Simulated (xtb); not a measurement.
C2H7Cl2NSi, SMILES C[C@H](N)[SiH](Cl)Cl. All values are semi-empirical tight-binding results from xtb (GFN2-xTB unless named), good for trends rather than for accurate numbers. Geometry: GFN2-xTB. The structure was generated by enumeration; whether it is a known compound was not checked. One conformer was computed; it need not be the lowest.

Optimised geometry:

```xyz
13

C     -2.1468     0.7767     1.2713
C     -1.3016     0.7838    -0.0065
N     -1.7828    -0.1344    -1.0337
Si     0.5427     0.3443     0.2979
Cl     1.5702     0.5347    -1.4152
Cl     0.6306    -1.5699     0.9358
H     -3.1836     1.0233     1.0429
H     -2.1218    -0.2066     1.7383
H     -1.7678     1.5055     1.9831
H     -1.3548     1.7877    -0.4425
H     -2.7027     0.1364    -1.3642
H     -1.8548    -1.0744    -0.6585
H      1.1434     1.1848     1.3278
```
Charge 0, spin multiplicity 1.

Computed properties:
```json
{
  "orbital_gap": "4.97 eV",
  "dipole_moment": "2.88 D",
  "zero_point_energy": "58.3 kcal/mol",
  "G − E(el) at 298.15 K (modified RRHO)": "36.6 kcal/mol",
  "static polarisability (D4 model)": "89.5 bohr³",
  "solvation energy, GFN2-xTB/ALPB(water)": "-2.7 kcal/mol",
  "solvation energy, GFN2-xTB/ALPB(benzene)": "-5.5 kcal/mol"
}
```

Computed atomic charges and the Wiberg bond orders between heavy atoms:
charges (e) C1 -0.12, C2 -0.03, N3 -0.34, Si4 0.53, Cl5 -0.19, Cl6 -0.21, H7 0.04, H8 0.03, H9 0.03, H10 0.02, H11 0.14, H12 0.14, H13 -0.04. Bond orders C1–C2 1.01, C2–N3 1.03, C2–Si4 0.83, Si4–Cl5 1.14, Si4–Cl6 1.12.
